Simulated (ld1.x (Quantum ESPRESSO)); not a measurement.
# What the settings do to the PAW potential of Ho (Z = 67)

Base potential:

* Element: Ho
* Generator: ld1.x (Quantum ESPRESSO) 7.5
* Type: PAW
* Functional: PBEsol
* Relativity: scalar-relativistic
* Frozen core: [Kr] 4d10
* Valence charge: 21
* Reference configuration: 4f11 5s2 5p6 5d1 6s1 6p0
* Partial waves: 5s (bound): rcut 1.65, rcutus 1.80 bohr; 6s (bound): rcut 1.65, rcutus 1.80 bohr; 5p (bound): rcut 2.05, rcutus 2.15 bohr; 6p (bound, empty): rcut 2.05, rcutus 2.15 bohr; 5d (bound): rcut 2.10, rcutus 2.35 bohr; 5d channel at 3.55 Ry: rcut 2.10, rcutus 2.35 bohr; 4f (bound): rcut 0.90, rcutus 1.15 bohr; 4f channel at 1.15 Ry: rcut 0.90, rcutus 1.15 bohr
* Local potential: all-electron potential smoothed inside 1.35 bohr (lloc = -2)
* Core correction: Bessel-smoothed model core, default radius (core density twice the valence density)
* Augmentation charge: GAUSS, radius 0.90 bohr

Cutoffs, loose and tight: the cutoffs (Ry, on a coarse ladder) from which the occupation-weighted sum of valence levels, in a spherical-Bessel basis at the reference potential, stays within 10 and 1 mRy of its value at 400 Ry. They do not see the model core or the augmentation charge, which bear on the density cutoff. Test errors are all-electron minus pseudo excitation energies from the reference, over the configurations 4f11 5s2 5p6 5d0 6s2 6p0; 4f11 5s2 5p6 5d0 6s1 6p0; 4f11 5s2 5p6 5d0 6s0 6p0; 4f11 5s2 5p6 5d1 6s0 6p0; 4f11 5s2 5p6 5d0 6s0 6p2; 4f10 5s2 5p6 5d1 6s2 6p0; 4f9 5s2 5p6 5d0 6s0 6p0. A dash means not determined; rows that change the core or the reference have their own tests. The largest error is taken over the tests solved by every variant that gives reliable tests at all: 4f11 5s2 5p6 5d0 6s0 6p0; 4f11 5s2 5p6 5d0 6s0 6p2; 4f11 5s2 5p6 5d0 6s1 6p0; 4f11 5s2 5p6 5d0 6s2 6p0; 4f11 5s2 5p6 5d1 6s0 6p0.

The default core radius of the base comes out at 0.72 bohr.

On the changes marked as counting shells twice: ld1.x takes every shell without a wave as core, so the model core holds the marked electrons as well and exchange and correlation see them twice. This cancels in the reference configuration, but the file is broken for other ones, and its errors say nothing about a proper core correction.

| change | outcome | cutoff, loose | cutoff, tight | bound ghosts | largest test error (meV) |
| --- | --- | --- | --- | --- | --- |
| base | generated | 160 Ry | 230 Ry | none | +4.4 |
| wave 5d channel at 3.55 Ry: rcut 2.10, rcutus 2.35 bohr becomes 5d channel at 2.21 Ry: rcut 2.10, rcutus 2.35 bohr | generated | 160 Ry | 230 Ry | none | +4.3 |
| functional PBE | generated | 160 Ry | 230 Ry | none | +4.5 |
| core correction Bessel-smoothed model core inside 0.72 bohr | generated | 160 Ry | 230 Ry | none | +4.3 |
| waves 5s (bound): rcut 1.65, rcutus 1.76 bohr; 6s (bound): rcut 1.65, rcutus 1.76 bohr | generated | 160 Ry | 230 Ry | none | +3.8 |
| type TM; waves now 5s (bound): rc 1.80 bohr; 5p (bound): rc 2.15 bohr; 4f (bound): rc 1.15 bohr; 5d (bound): rc 2.35 bohr; local potential the d channel (6s counted twice) | generated, misses its reference levels by 0.27 eV | 300 Ry | over 300 Ry | none | +626 |

Q: What comes out with this change to the base: waves 5d (bound): rcut 2.10, rcutus 3.36 bohr; 5d channel at 3.55 Ry: rcut 2.10, rcutus 3.36 bohr?

A: outcome: generated; cutoff, loose: 160 Ry; cutoff, tight: 230 Ry; bound ghosts: none; largest test error (meV): +74.
